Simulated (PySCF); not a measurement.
Se(SeH)(OSiH3) (H₄OSe₂Si), SMILES [SiH3]O[Se][SeH].

Coordinates come from a PBE0-D3(BJ)/def2-SVP optimisation. This is a generated structure with no PubChem entry under its InChIKey; it may be hypothetical. The values are those of a single conformer.

Two levels are set side by side: PBE/def2-TZVP (PySCF) and HF/def2-TZVP (PySCF). Same geometry, gas phase. Differences are taken from unrounded values.

```json
[
 {"quantity": "orbital gap (eV)", "HF": "11.60", "PBE": "3.31", "PBE minus HF": "-8.29"},
 {"quantity": "highest occupied level (eV)", "HF": "-9.70", "PBE": "-5.70", "PBE minus HF": "4.00"},
 {"quantity": "lowest empty level (eV)", "HF": "1.90", "PBE": "-2.39", "PBE minus HF": "-4.29"},
 {"quantity": "dipole moment (D)", "HF": "0.79", "PBE": "0.69", "PBE minus HF": "-0.10"},
 {"quantity": "mean polarisability (bohr³)", "HF": "77.1", "PBE": "85.4", "PBE minus HF": "8.3"}
]
```

PBE's occupied levels lie high since its potential decays too fast outside the molecule; exact exchange lowers them and widens the gap. PBE's more diffuse valence density responds more strongly to a field. Differences between two approximate levels are no errors against the true value.

Rough cost on one machine, each run with all the roots and properties that it gave: HF against PBE about 1/2.
